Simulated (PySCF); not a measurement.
# Telling isomers of C$_{5}$H$_{8}$F$_{3}$NSi apart by NMR

- NMR shieldings at PBE0/pcSseg-1/GIAO
- geometry from GFN2-xTB
- program: PySCF 2.14.0 with density-fitted response routines
- fast rotation and ring inversion assumed for equivalent nuclei, non-relativistic, gas phase, one conformer

Chemical shifts δ = σref − σ; $^{1}$H (σref 31.72) and $^{13}$C (σref 186.93) vs TMS, all at this level. Splittings of carbon signals by F and P are missing where no couplings were computed. Where no couplings were computed, multiplicities follow the n + 1 count of equivalent neighbours, and m marks all less simple cases (inequivalent or close neighbours, rings, F or P nearby). Shifts are as computed. Against solution values, carbons near 30 ppm lie about +3 ppm off and those near 130 ppm about +5 ppm. Of 1211 compounds with measured shifts, 218 miss one by over three times the rms of a fit or turn the order of signals round; such compounds aren't used in these exercises. OH and NH positions are gas-phase values without hydrogen bonding to other molecules.

(1) Tabulate the signals of `C[Si](C)(N)C#CC(F)(F)F`, `C=N[SiH2]CC(=C)C(F)(F)F` and their relative energies.

(2) What is the quickest way to tell C[Si](C)(N)C#CC(F)(F)F from C=N[SiH2]CC(=C)C(F)(F)F?

Answers

(1) 
```json
{"SMILES": "C[Si](C)(N)C#CC(F)(F)F", "carbon types": "3×C 2×CH3", "δC": "123.2, 103.0, 94.9, 2.3", "δH": "0.52 (br s, 2H), 0.28 (s, 6H)", "E rel. (kcal/mol)": "0.0"}
{"SMILES": "C=N[SiH2]CC(=C)C(F)(F)F", "carbon types": "2×C 3×CH2", "δC": "175.6, 144.6, 133.3, 125.0, 21.3", "δH": "8.74 (m, 1H), 8.63 (m, 1H), 5.89 (m, 1H), 5.49 (m, 1H), 5.13 (t, 2H), 2.17 (t, 2H)", "E rel. (kcal/mol)": "18.0"}
```

Energies are electronic energies at PBE0/pcSseg-1 on these geometries, without zero-point or thermal terms, each for the one conformer computed, which needn't be the lowest.

(2) Count the carbon signals: 4 against 5. The first has a methyl carbon bonded to Si (CH3) at 2.3 ppm, the second a C=N carbon (CH2) at 175.6 ppm. Their most deshielded carbons lie at 123.2 and 175.6 ppm. In the proton spectra the most deshielded non-exchanging signals are 0.28 (s, 6H) and 8.74 (m, 1H).
